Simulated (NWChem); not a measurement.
System: CoHOF, quartet; SMILES [Co]([F])[OH]

Here is an NWChem input.

```
start job
memory heap 200 mb stack 900 mb global 1100 mb
geometry units angstroms noautosym nocenter noautoz
  Co     0.051733    -0.032127    -0.000001
  F     -0.078111     1.682870     0.000001
  O      0.205330    -1.754977    -0.000000
  H     -0.436493    -2.466576     0.000000
end
basis spherical
  * library 6-31g*
end
dft
  odft
  mult 4
  xc xcamb88 1.00 lyp 0.81 vwn_5 0.19 hfexch 1.00
  cam 0.33 cam_alpha 0.19 cam_beta 0.46
  iterations 150
end
property
  efieldgrad
end
task dft property
```

Parts of the log:

```
             Northwest Computational Chemistry Package (NWChem) 7.3.0
             --------------------------------------------------------

                             Geometry "geometry" -> ""
                             -------------------------

 Output coordinates in angstroms (scale by  1.889725989 to convert to a.u.)

  No.       Tag          Charge          X              Y              Z
 ---- ---------------- ---------- -------------- -------------- --------------
    1 Co                  27.0000     0.05173300    -0.03212700    -0.00000100
    2 F                    9.0000    -0.07811100     1.68287000     0.00000100
    3 O                    8.0000     0.20533000    -1.75497700     0.00000000
    4 H                    1.0000    -0.43649300    -2.46657600     0.00000000

 Effective nuclear repulsion energy (a.u.)     163.2094678742

                              NWChem Property Module
                              ----------------------

  itol2e modified to match energy
  convergence criterion.

                                 NWChem DFT Module
                                 -----------------

 Summary of "ao basis" -> "ao basis" (spherical)
 ------------------------------------------------------------------------------
       Tag                 Description            Shells   Functions and Types
 ---------------- ------------------------------  ------  ---------------------
 Co                          6-31g*                 12       34   5s4p2d1f
 F                           6-31g*                  6       14   3s2p1d
 O                           6-31g*                  6       14   3s2p1d
 H                           6-31g*                  2        2   2s

  itol2e modified to match energy
  convergence criterion.

            General Information
            -------------------
          SCF calculation type: DFT
          Wavefunction type:  spin polarized.
          No. of atoms     :     4
          No. of electrons :    45
           Alpha electrons :    24
            Beta electrons :    21
          Charge           :     0
          Spin multiplicity:     4
          Use of symmetry is: off; symmetry adaption is: off
          Maximum number of iterations: 150
          AO basis - number of functions:    64
                     number of shells:    26
          Convergence on energy requested:  1.00D-07
          Convergence on density requested:  1.00D-05
          Convergence on gradient requested:  5.00D-04

              XC Information
              --------------
                     Hartree-Fock (Exact) Exchange  1.000
                   CAM-Becke88 Exchange Functional  1.000
                      VWN V Correlation Functional  0.190 local
              Lee-Yang-Parr Correlation Functional  0.810

           Range-Separation Parameters
           ---------------------------
           Alpha           :  0.19
           Beta            :  0.46
           Gamma           :  0.33
           Short-Range HF  :     F

             Grid Information
             ----------------
          Grid used for XC integration:  fine
          Radial quadrature: Mura-Knowles
          Angular quadrature: Lebedev.
          Tag              B.-S. Rad. Rad. Pts. Rad. Cut. Ang. Pts.
          ---              ---------- --------- --------- ---------
          Co                  1.35      140           8.0       974
          F                   0.50       70          11.0       590
          O                   0.60       70           8.0       590
          H                   0.35       60          10.0       590
          Grid pruning is: on
          Number of quadrature shells:   340
          Spatial weights used:  Erf1

      Superposition of Atomic Density Guess
      -------------------------------------

 Sum of atomic energies:       -1555.73318411

      Non-variational initial energy
      ------------------------------

 Total energy =   -1555.001623
 1-e energy   =   -2481.810001
 2-e energy   =     763.598911
 HOMO         =      -0.315976
 LUMO         =      -0.315247

   convergence    iter        energy       DeltaE   RMS-Dens  Diis-err
 ---------------- ----- ----------------- --------- --------- ---------
 d= 0,ls=0.0,diis     1  -1558.1992635675 -1.72D+03  7.33D-03  2.28D-01
                                                     6.24D-03  1.65D-01
 d= 0,ls=0.0,diis     2  -1558.1654031966  3.39D-02  3.24D-03  3.50D-01
                                                     4.28D-03  3.89D-01
 d= 0,ls=0.0,diis     3  -1558.2752516726 -1.10D-01  1.58D-03  3.33D-02
                                                     7.23D-04  1.61D-02
 d= 0,ls=0.0,diis     4  -1558.2823685560 -7.12D-03  4.19D-04  2.73D-03
                                                     5.02D-04  3.18D-03
 d= 0,ls=0.0,diis     5  -1558.2836415625 -1.27D-03  3.32D-04  3.00D-04
                                                     2.18D-04  8.85D-05
  Resetting Diis
 d= 0,ls=0.0,diis     6  -1558.2838649343 -2.23D-04  1.17D-04  4.89D-05
                                                     1.44D-04  6.86D-05
 d= 0,ls=0.0,diis     7  -1558.2839274761 -6.25D-05  8.02D-05  2.15D-05
                                                     1.22D-04  1.46D-05
 d= 0,ls=0.0,diis     8  -1558.2839554119 -2.79D-05  2.73D-05  1.81D-05
                                                     6.63D-05  3.34D-05
 d= 0,ls=0.0,diis     9  -1558.2839766306 -2.12D-05  2.14D-05  2.28D-06
                                                     1.05D-04  8.45D-06
 d= 0,ls=0.0,diis    10  -1558.2840028731 -2.62D-05  2.16D-06  9.96D-07
                                                     1.88D-05  9.85D-06
 d= 0,ls=0.0,diis    11  -1558.2840076650 -4.79D-06  3.50D-05  9.55D-07
                                                     3.96D-04  1.00D-05
 d= 0,ls=0.0,diis    12  -1558.2839226323  8.50D-05  5.24D-05  2.16D-06
                                                     5.61D-04  5.70D-06
 d= 0,ls=0.0,diis    13  -1558.2838601416  6.25D-05  1.24D-05  1.34D-06
                                                     1.23D-04  1.98D-06
 d= 0,ls=0.0,diis    14  -1558.2838572236  2.92D-06  1.23D-05  3.42D-07
                                                     1.17D-04  1.13D-06
 d= 0,ls=0.0,diis    15  -1558.2838645524 -7.33D-06  3.45D-06  1.21D-06
                                                     3.45D-05  1.11D-06
 d= 0,ls=0.0,diis    16  -1558.2838665511 -2.00D-06  1.15D-05  6.02D-07
                                                     1.25D-04  7.25D-07
 d= 0,ls=0.0,diis    17  -1558.2838729330 -6.38D-06  4.09D-07  2.98D-08
                                                     5.04D-06  4.56D-07
 d= 0,ls=0.0,diis    18  -1558.2838732118 -2.79D-07  6.47D-06  2.93D-08
                                                     7.88D-05  4.70D-07
 d= 0,ls=0.0,diis    19  -1558.2838705782  2.63D-06  9.39D-06  4.27D-08
                                                     9.93D-05  1.99D-07
 d= 0,ls=0.0,diis    20  -1558.2838695506  1.03D-06  4.13D-06  1.77D-08
                                                     3.69D-05  5.25D-08
 d= 0,ls=0.0,diis    21  -1558.2838695285  2.21D-08  1.71D-06  5.79D-09
                                                     7.47D-06  2.16D-09

         Total DFT energy =    -1558.283869528463
      One electron energy =    -2485.659654222067
           Coulomb energy =      843.138313985645
    Exchange-Corr. energy =      -78.971997166229
 Nuclear repulsion energy =      163.209467874187

 Numeric. integr. density =       44.999999346748

                    DFT Final Alpha Molecular Orbital Analysis
                    ------------------------------------------

 Vector   22  Occ=1.000000D+00  E=-3.541413D-01
              MO Center=  5.2D-02, -3.3D-02, -1.1D-06, r^2= 3.9D-01
   Bfn.  Coefficient  Atom+Function         Bfn.  Coefficient  Atom+Function
  ----- ------------  ---------------      ----- ------------  ---------------
    20      0.642915  1 Co d  0              25      0.404779  1 Co d  0
    22     -0.334125  1 Co d  2              27     -0.213154  1 Co d  2
    51      0.033645  3 O  px                37     -0.030892  2 F  px
    64     -0.026639  4 H  s

 Vector   23  Occ=1.000000D+00  E=-3.470064D-01
              MO Center=  1.0D-01, -7.9D-01, -3.2D-07, r^2= 2.0D+00
   Bfn.  Coefficient  Atom+Function         Bfn.  Coefficient  Atom+Function
  ----- ------------  ---------------      ----- ------------  ---------------
    51      0.384531  3 O  px                18      0.312595  1 Co d -2
    10      0.306822  1 Co s                 55      0.285685  3 O  px
    52     -0.252719  3 O  py                22     -0.241451  1 Co d  2
    37     -0.214170  2 F  px                56     -0.183738  3 O  py
    23      0.166688  1 Co d -2              20     -0.158758  1 Co d  0

 Vector   24  Occ=1.000000D+00  E=-3.363773D-01
              MO Center=  1.2D-01, -8.8D-01, -5.0D-07, r^2= 2.0D+00
   Bfn.  Coefficient  Atom+Function         Bfn.  Coefficient  Atom+Function
  ----- ------------  ---------------      ----- ------------  ---------------
    53      0.510807  3 O  pz                19      0.420970  1 Co d -1
    57      0.389634  3 O  pz                39     -0.237836  2 F  pz
    24      0.221718  1 Co d -1              43     -0.172757  2 F  pz
    21      0.085776  1 Co d  1              26      0.051442  1 Co d  1
    13      0.042330  1 Co pz                17      0.032978  1 Co pz

 Vector   25  Occ=0.000000D+00  E= 2.297870D-02
              MO Center= -3.9D-01, -4.0D-01, -9.3D-06, r^2= 6.0D+00
   Bfn.  Coefficient  Atom+Function         Bfn.  Coefficient  Atom+Function
  ----- ------------  ---------------      ----- ------------  ---------------
    14      1.236357  1 Co s                 54     -0.401354  3 O  s
    10      0.273370  1 Co s                 22     -0.229617  1 Co d  2
    40     -0.203460  2 F  s                  6      0.189859  1 Co s
    15     -0.157886  1 Co px                64      0.150742  4 H  s
    38      0.134047  2 F  py                20     -0.132791  1 Co d  0

 Vector   26  Occ=0.000000D+00  E= 4.726891D-02
              MO Center=  4.7D-01,  8.7D-02, -3.7D-06, r^2= 7.3D+00
   Bfn.  Coefficient  Atom+Function         Bfn.  Coefficient  Atom+Function
  ----- ------------  ---------------      ----- ------------  ---------------
    15      0.899878  1 Co px                16      0.200257  1 Co py
    14      0.157416  1 Co s                 11      0.140179  1 Co px
    37     -0.136162  2 F  px                41     -0.133061  2 F  px
    51     -0.119094  3 O  px                55     -0.114518  3 O  px
    54     -0.107996  3 O  s                 64      0.104266  4 H  s

 Vector   27  Occ=0.000000D+00  E= 5.170832D-02
              MO Center=  5.0D-02, -2.0D-02,  1.1D-05, r^2= 7.6D+00
   Bfn.  Coefficient  Atom+Function         Bfn.  Coefficient  Atom+Function
  ----- ------------  ---------------      ----- ------------  ---------------
    17      0.940471  1 Co pz                57     -0.173494  3 O  pz
    53     -0.161475  3 O  pz                39     -0.131877  2 F  pz
    43     -0.129310  2 F  pz                13      0.117138  1 Co pz
     9     -0.087122  1 Co pz                 5      0.032257  1 Co pz

                     DFT Final Beta Molecular Orbital Analysis
                     -----------------------------------------

[...]

          -----------------------
          Electric field gradient
          -----------------------

 1 a.u. = 0.324123 10**(16) esu/cm**3  ( or statvolts/cm**2 ) = 0.97174 10**(22) v/m**2

 ------------------------------------------------------------
   Atom      X         Y         Z
 ------------------------------------------------------------
    1 Co   0.09776  -0.06071  -0.00000
 ------------------------------------------------------------

 Electric field gradient in molecular frame (a.u.)
         XX             YY             ZZ             XY             XZ             YZ
 ------------------------------------------------------------------------------------------
        1.332969      -3.151896       1.818926       0.353240      -0.000003       0.000004

 Principal components (a.u.) and orientation
 of principal axis w.r.t. absolute frame                      Asymmetry parameter eta
 --------------------------------------------------------------------------------------
       -3.179547       1.818926       1.360621                       0.144142

       -0.078041      -0.000005       0.996950
        0.996950       0.000000       0.078041
       -0.000001       1.000000       0.000005

 ------------------------------------------------------------
   Atom      X         Y         Z
 ------------------------------------------------------------
    2 F   -0.14761   3.18016   0.00000
 ------------------------------------------------------------

 Electric field gradient in molecular frame (a.u.)
         XX             YY             ZZ             XY             XZ             YZ
 ------------------------------------------------------------------------------------------
        0.293878      -0.636243       0.342365       0.076024      -0.000000      -0.000002

 Principal components (a.u.) and orientation
 of principal axis w.r.t. absolute frame                      Asymmetry parameter eta
 --------------------------------------------------------------------------------------
       -0.642416       0.342365       0.300051                       0.065868

       -0.080930      -0.000006       0.996720
        0.996720      -0.000003       0.080930
        0.000002       1.000000       0.000006

 ------------------------------------------------------------
   Atom      X         Y         Z
 ------------------------------------------------------------
    3 O    0.38802  -3.31643   0.00000
 ------------------------------------------------------------

 Electric field gradient in molecular frame (a.u.)
         XX             YY             ZZ             XY             XZ             YZ
 ------------------------------------------------------------------------------------------
       -0.107495      -0.691776       0.799272      -0.911431       0.000001      -0.000002

 Principal components (a.u.) and orientation
 of principal axis w.r.t. absolute frame                      Asymmetry parameter eta
 --------------------------------------------------------------------------------------
       -1.356742       0.799272       0.557471                       0.178222

        0.589392       0.000006       0.807847
        0.807847      -0.000005      -0.589392
        0.000000       1.000000      -0.000007

 ------------------------------------------------------------
   Atom      X         Y         Z
 ------------------------------------------------------------
    4 H   -0.82485  -4.66115   0.00000
 ------------------------------------------------------------

 Electric field gradient in molecular frame (a.u.)
         XX             YY             ZZ             XY             XZ             YZ
 ------------------------------------------------------------------------------------------
       -0.087275      -0.165297       0.252572      -0.366822      -0.000000      -0.000000

 Principal components (a.u.) and orientation
 of principal axis w.r.t. absolute frame                      Asymmetry parameter eta
 --------------------------------------------------------------------------------------
       -0.495176       0.252572       0.242605                       0.020128

        0.668673      -0.000000       0.743556
        0.743556      -0.000000      -0.668673
        0.000000       1.000000       0.000000
```

Level: CAM-B3LYP/6-31G* (spherical d), spin-unrestricted. The geometry was optimised at PBE0/def2-SVP, spin-unrestricted. The spin multiplicity was typed, not searched, and may not be the lowest. No stability test was run on the SCF state. NWChem prints the field gradient with the sign opposite to the second derivative of the potential.
